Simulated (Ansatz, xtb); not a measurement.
**Two isomers of C3H4BFN2**

Structure X: `Bc1cn[nH]c1F`, a singlet. Structure Y: `Bn1ccc(F)n1`, a singlet. Both are isolated molecules in the gas phase, relaxed with PBE0-D3(BJ)/def2-SVP; the shapes shown needn't be the lowest conformers.

X (Å):

```xyz
11

C    -2.2781    0.2815   -0.1056
C    -1.0981    0.1023    0.6900
C    -1.7174    0.5687   -1.3482
B    -3.7461    0.1910    0.2689
F    -2.2806    0.8310   -2.4971
N     0.0182    0.2609    0.0149
N    -0.3855    0.5482   -1.2410
H    -4.0620   -0.0712    1.4058
H    -4.6030    0.3794   -0.5622
H    -1.0592   -0.1416    1.7521
H     0.2935    0.7186   -1.9736
```

Y (Å):

```yaml
atoms:
  - { symbol: C, position_ang: [-1.3885, 0.1981, 0.5032] }
  - { symbol: C, position_ang: [-0.2913, 0.2548, -0.3035] }
  - { symbol: C, position_ang: [-0.8596, 0.4600, -1.5967] }
  - { symbol: B, position_ang: [-3.8646, 0.3688, 0.1392] }
  - { symbol: F, position_ang: [-0.1757, 0.5789, -2.7087] }
  - { symbol: N, position_ang: [-2.5072, 0.3617, -0.2907] }
  - { symbol: N, position_ang: [-2.1547, 0.5237, -1.5980] }
  - { symbol: H, position_ang: [-4.0575, 0.2166, 1.3182] }
  - { symbol: H, position_ang: [-4.7270, 0.5231, -0.6789] }
  - { symbol: H, position_ang: [-1.4871, 0.0558, 1.5772] }
  - { symbol: H, position_ang: [0.7593, 0.1673, -0.0412] }
```

Q: Estimate which is lower in electronic energy at CCSD(T)/def2-SVP + ΔMP2/def2-TZVPP, and by roughly how much.

A: The CCSD(T)/def2-SVP + ΔMP2/def2-TZVPP calculation puts structure Y lower, by 19.5 kcal/mol.

Level by level:

```
                             level              geometry  E(Y) − E(X) (kcal/mol)  departure from the last row (kcal/mol)  job, with rough time for the two
                          GFN2-xTB              GFN2-xTB                     −22.3                                    −2.8              optimisation, 0.19 s
                         HF/STO-3G              GFN2-xTB                     −23.0                                    −3.5              single point, 0.66 s
                r2SCAN-D4/def2-SVP              GFN2-xTB                     −16.9                                    +2.6               single point, 4.5 s
              PBE0-D3(BJ)/def2-SVP  PBE0-D3(BJ)/def2-SVP                     −16.7                                    +2.8                optimisation, 44 s
                       HF/def2-SVP  PBE0-D3(BJ)/def2-SVP                     −18.4                                    +1.1           part of the CCSD(T) run
                      MP2/def2-SVP  PBE0-D3(BJ)/def2-SVP                     −18.4                                    +1.1           part of the CCSD(T) run
                  CCSD(T)/def2-SVP  PBE0-D3(BJ)/def2-SVP                     −18.9                                    +0.6                      single point
CCSD(T)/def2-SVP + ΔMP2/def2-TZVPP  PBE0-D3(BJ)/def2-SVP                     −19.5                                                        single point, 53 s
```

As drawn, Y has 1 B–N, 1 C–H in place of 1 C–B, 1 N–H.

None of the levels shown reverses the order. The largest departure from CCSD(T)/def2-SVP + ΔMP2/def2-TZVPP is that of HF/STO-3G, 3.5 kcal/mol. The last row adds to CCSD(T) the change of the MP2 difference between the two basis sets, here −0.6 kcal/mol.

With thermal terms from frequencies at re-optimised GFN2-xTB minima (ideal gas, soft modes damped towards free rotors, one conformer each, 298.15 K, 1 atm): on the last row, ΔE + ΔZPE = −19.1, ΔH = −19.3, ΔG = −18.8 kcal/mol.

The correlated steps freeze 7 core orbitals. Codes used: Ansatz 0.2.0, xtb 6.7.1; the last row on 2 threads of Intel(R) Xeon(R) Platinum 8259CL CPU @ 2.50GHz (Skylake/Cascade Lake) on a shared host.
